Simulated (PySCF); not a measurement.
Input file for PySCF: R-MP2/6-31G* on ClH7Si2 (a complex), monomers drawn apart or pushed together.

```python
from pyscf import gto, scf, dft, mp
from pyscf.data.elements import chemcore

mol = gto.M(
    atom='''
    Cl   -0.08021070    0.57078754    0.20848289
    H    -0.29665679    1.26334517    1.27030651
    Si    0.46840474   -1.34692318    4.42782645
    Si   -0.18278337    0.80906175    5.08414968
    H     1.71820091   -1.28664393    3.63641236
    H    -0.59936878   -1.98266281    3.62311031
    H     0.70559446   -2.16007762    5.64567236
    H    -1.43314692    0.76691590    5.87915906
    H    -0.43923716    1.67408247    3.89936213
    H     0.87837822    1.46260915    5.88672155
    ''',
    basis='6-31g*',
    cart=True,
    charge=0, spin=0, verbose=3, max_memory=1800)
mf = scf.RHF(mol)
mf.conv_tol = 1e-8
mf.max_cycle = 100
mf.kernel()
if not mf.converged:
    mf = mf.newton().run(mf.mo_coeff, mf.mo_occ)
pt = mp.MP2(mf, frozen=chemcore(mol)).run()
```

### Question
Give the final energy of this run.

### Answer
-1041.6580 hartree.
